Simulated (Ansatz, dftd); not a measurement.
Species: BHCl₂, charge 0, singlet. BHCl2 (dichloroborane, SMILES ClBCl).
B3LYP-D3(BJ)/def2-TZVP minimum from Ansatz (a quantum-chemistry and plane-wave program):
```xyz
4

B     -0.5037    -0.3164    -0.3712
H     -1.3524    -0.8497    -0.9967
Cl    -0.3567     1.4186    -0.4260
Cl     0.5844    -1.2755     0.5938
```
Charge 0, spin multiplicity 1.

Property: atomisation energy (electronic, to ground-state atoms), in kcal/mol. Open shells are spin-unrestricted; no spin-orbit coupling. Correlated methods leave the cores frozen. Rows without X2C or -DK are non-relativistic. CBS(X,Y): correlation extrapolated as X^-3, Hartree-Fock from the larger set (Q,5: extrapolated as (X+1)exp(-9√X)). A bracket is a step between two methods taken in the basis named. Functionals run without relativity, which enters their misses. Double hybrids freeze cores in their MP2 part. 'core' is core correlation in cc-pwCVTZ (1s frozen past Ne), 'X2C' scalar relativity in cc-pVTZ-DK, both at CCSD(T). For partners of very few electrons the exact lower level stands in for a higher one.

| level | program | atomisation energy (kcal/mol) | difference against the last row |
|---|---|---|---|
| HF/CBS(cc-pV(Q+d)Z,cc-pV(5+d)Z) | Ansatz | 244.6 | -69.8 |
| r2SCAN-D3(BJ)/def2-TZVPD | Ansatz + dftd3 | 320.0 | 5.6 |
| r2SCAN/def2-TZVPD | Ansatz | 319.5 | 5.1 |
| B3LYP-D4/def2-TZVPD | Ansatz + dftd4 | 311.6 | -2.8 |
| CAM-B3LYP/def2-TZVPD | Ansatz | 310.5 | -3.9 |
| B2PLYP-D4/def2-TZVPD | Ansatz + dftd4 | 311.4 | -3.0 |
| B2PLYP/def2-TZVPD | Ansatz | 310.2 | -4.2 |
| MP2/CBS(cc-pV(T+d)Z,cc-pV(Q+d)Z) | Ansatz | 325.6 | 11.2 |
| CCSD/CBS(cc-pV(T+d)Z,cc-pV(Q+d)Z) | Ansatz | 306.4 | -8.0 |
| CCSD/CBS(cc-pV(Q+d)Z,cc-pV(5+d)Z) | Ansatz | 306.5 | -7.9 |
| CCSD(T)/CBS(cc-pV(T+d)Z,cc-pV(Q+d)Z) | Ansatz | 313.1 | -1.3 |
| CCSDT(Q)/cc-pV(D+d)Z | Ansatz | 291.5 | -22.9 |
| CCSDT(Q)/cc-pV(T+d)Z | Ansatz | 304.0 | -10.4 |
| CCSD(T)/CBS(cc-pV(Q+d)Z,cc-pV(5+d)Z) + [CCSDT(Q) - CCSD(T)]/cc-pV(D+d)Z + core + X2C | Ansatz | 314.7 | 0.3 |
| CCSD(T)/CBS(cc-pV(Q+d)Z,cc-pV(5+d)Z) + [CCSDT(Q) - CCSD(T)]/cc-pV(T+d)Z + core + X2C | Ansatz | 314.4 | 0.0 |
